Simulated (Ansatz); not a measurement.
Basis-set extrapolation for `BB(Cl)OC` (PBE0-D4/def2-TZVP geometry, frozen core, Ansatz 0.2.0). Multiplicity 1, RHF reference.

|  | def2-TZVPP | def2-QZVPP |
| --- | --- | --- |
| HF | -624.638457 | -624.659038 |
| MP2 correlation | -0.789738 | -0.851710 |
| CCSD(T) correlation | -0.873094 | not run |

Energies in hartree. Use E(X) = E(∞) + A·exp(−7.88·√X) for Hartree–Fock and E(X) = E(∞) + B·X^(−2.97) for correlation, with X = 3 and 4, and add CCSD(T) minus MP2 of the smaller set to the MP2 limit.

**Question.** What is the CCSD(T) energy at the basis-set limit?

**Answer.** HF limit: -624.659038 + (-0.020581) × 0.13774 = -624.66187. MP2 limit: -0.851710 + (-0.061972) × 0.74074 = -0.89762. Higher-order term: -0.873094 − (-0.789738) = -0.08336. Total: -625.64285 hartree, 344.7 kJ/mol below CCSD(T)/def2-TZVPP.
